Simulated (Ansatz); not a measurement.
`F[BH][GaH][F]` + H₂S → `FBS` + `[F][GaH2]`  (cleavage of the B–Ga bond)

Isolated molecules relaxed with PBE0-D4/def2-TZVP in Ansatz; ΔE leaves out vibrations. CBS: MP2 limit from def2 TZ/QZ plus the TZ coupled-cluster correction, frozen cores. This one scheme is used for every species. DFT in def2-TZVPP. B3LYP here is the variant with VWN-RPA as its local correlation; programs differ in this. HSE06 is defined as in plane-wave codes. For Ga outer-core shells are correlated without core-valence functions, which leaves a few kJ/mol of doubt a bond. Scalar relativity is left out up to krypton. One conformer a species, not always the lowest.

```json
{"level": "LDA (SPW92)", "ΔE (kJ/mol)": "-113.7", "difference from CCSD(T)/CBS": "-10.1"}
{"level": "PBE-D4", "ΔE (kJ/mol)": "-105.7", "difference from CCSD(T)/CBS": "-2.1"}
{"level": "revPBE-D4", "ΔE (kJ/mol)": "-105.8", "difference from CCSD(T)/CBS": "-2.2"}
{"level": "BLYP-D4", "ΔE (kJ/mol)": "-102.4", "difference from CCSD(T)/CBS": "1.2"}
{"level": "r2SCAN-D4", "ΔE (kJ/mol)": "-113.3", "difference from CCSD(T)/CBS": "-9.7"}
{"level": "PBE0-D4", "ΔE (kJ/mol)": "-107.7", "difference from CCSD(T)/CBS": "-4.1"}
{"level": "B3LYP-D4", "ΔE (kJ/mol)": "-104.6", "difference from CCSD(T)/CBS": "-1.0"}
{"level": "r2SCANh-D4", "ΔE (kJ/mol)": "-113.3", "difference from CCSD(T)/CBS": "-9.7"}
{"level": "r2SCAN0-D4", "ΔE (kJ/mol)": "-113.4", "difference from CCSD(T)/CBS": "-9.8"}
{"level": "HSE06-D4", "ΔE (kJ/mol)": "-107.9", "difference from CCSD(T)/CBS": "-4.3"}
{"level": "BHLYP-D4", "ΔE (kJ/mol)": "-106.8", "difference from CCSD(T)/CBS": "-3.2"}
{"level": "CAM-B3LYP-D4", "ΔE (kJ/mol)": "-106.1", "difference from CCSD(T)/CBS": "-2.5"}
{"level": "ωB97X-V", "ΔE (kJ/mol)": "-105.8", "difference from CCSD(T)/CBS": "-2.2"}
{"level": "ωB97M-V", "ΔE (kJ/mol)": "-107.7", "difference from CCSD(T)/CBS": "-4.1"}
{"level": "B2PLYP", "ΔE (kJ/mol)": "-107.9", "difference from CCSD(T)/CBS": "-4.3"}
{"level": "PBE-QIDH", "ΔE (kJ/mol)": "-111.8", "difference from CCSD(T)/CBS": "-8.2"}
{"level": "PBE", "ΔE (kJ/mol)": "-105.5", "difference from CCSD(T)/CBS": "-1.9"}
{"level": "revPBE", "ΔE (kJ/mol)": "-102.7", "difference from CCSD(T)/CBS": "0.9"}
{"level": "BLYP", "ΔE (kJ/mol)": "-101.4", "difference from CCSD(T)/CBS": "2.2"}
{"level": "PBE0", "ΔE (kJ/mol)": "-107.7", "difference from CCSD(T)/CBS": "-4.1"}
{"level": "r2SCANh", "ΔE (kJ/mol)": "-113.4", "difference from CCSD(T)/CBS": "-9.8"}
{"level": "r2SCAN0", "ΔE (kJ/mol)": "-113.4", "difference from CCSD(T)/CBS": "-9.8"}
{"level": "HSE06", "ΔE (kJ/mol)": "-107.9", "difference from CCSD(T)/CBS": "-4.3"}
{"level": "BHLYP", "ΔE (kJ/mol)": "-107.4", "difference from CCSD(T)/CBS": "-3.8"}
{"level": "CAM-B3LYP", "ΔE (kJ/mol)": "-106.2", "difference from CCSD(T)/CBS": "-2.6"}
{"level": "LC-ωPBE", "ΔE (kJ/mol)": "-105.8", "difference from CCSD(T)/CBS": "-2.2"}
{"level": "RPA@PBE/def2-TZVPP", "ΔE (kJ/mol)": "-100.0", "difference from CCSD(T)/CBS": "3.6"}
{"level": "HF/def2-SVP", "ΔE (kJ/mol)": "-112.9", "difference from CCSD(T)/CBS": "-9.3"}
{"level": "MP2/def2-SVP", "ΔE (kJ/mol)": "-124.4", "difference from CCSD(T)/CBS": "-20.8"}
{"level": "CCSD/def2-SVP", "ΔE (kJ/mol)": "-115.7", "difference from CCSD(T)/CBS": "-12.1"}
{"level": "CCSD(T)/def2-SVP", "ΔE (kJ/mol)": "-117.5", "difference from CCSD(T)/CBS": "-13.9"}
{"level": "HF/def2-TZVPP", "ΔE (kJ/mol)": "-107.8", "difference from CCSD(T)/CBS": "-4.2"}
{"level": "MP2/def2-TZVPP", "ΔE (kJ/mol)": "-113.2", "difference from CCSD(T)/CBS": "-9.6"}
{"level": "SCS-MP2/def2-TZVPP", "ΔE (kJ/mol)": "-109.0", "difference from CCSD(T)/CBS": "-5.4"}
{"level": "CCSD/def2-TZVPP", "ΔE (kJ/mol)": "-104.2", "difference from CCSD(T)/CBS": "-0.6"}
{"level": "CCSD(T)/def2-TZVPP", "ΔE (kJ/mol)": "-106.0", "difference from CCSD(T)/CBS": "-2.4"}
{"level": "HF/def2-QZVPP", "ΔE (kJ/mol)": "-108.2", "difference from CCSD(T)/CBS": "-4.6"}
{"level": "HF/CBS(def2)", "ΔE (kJ/mol)": "-108.2", "difference from CCSD(T)/CBS": "-4.6"}
{"level": "MP2/CBS(def2)", "ΔE (kJ/mol)": "-110.9", "difference from CCSD(T)/CBS": "-7.3"}
{"level": "CCSD/CBS(def2)", "ΔE (kJ/mol)": "-101.8", "difference from CCSD(T)/CBS": "1.8"}
{"level": "CCSD(T)/CBS", "ΔE (kJ/mol)": "-103.6", "difference from CCSD(T)/CBS": "0"}
```

(1) What do rigid-rotor, harmonic-oscillator terms from PBE0-D4/def2-TZVP frequencies (298.15 K, 1 bar) make of the CCSD(T)/CBS value? (Estimate.)

Largest T1 diagnostic among the species: 0.015.

Results:

(1) The calculation gave: ΔZPE = +3.8 kJ/mol, ΔH = -103.8 kJ/mol, ΔS = -15 J/(mol·K), ΔG = -99.4 kJ/mol.

Leaving LDA and LC-ωPBE aside and taking each functional with its dispersion term where it has one, the values, not all of them listed here, spread over 16.9 kJ/mol, from B97M-V to BLYP-D4. LDA lies −8.2 kJ/mol from PBE without D4. At CCSD(T), def2-SVP lies −13.9 kJ/mol from the extrapolated value and def2-TZVPP −2.4 kJ/mol. From BLYP to BHLYP (50 % exact exchange), in def2-TZVPP and without D4, ΔE moves by −6.1 kJ/mol.
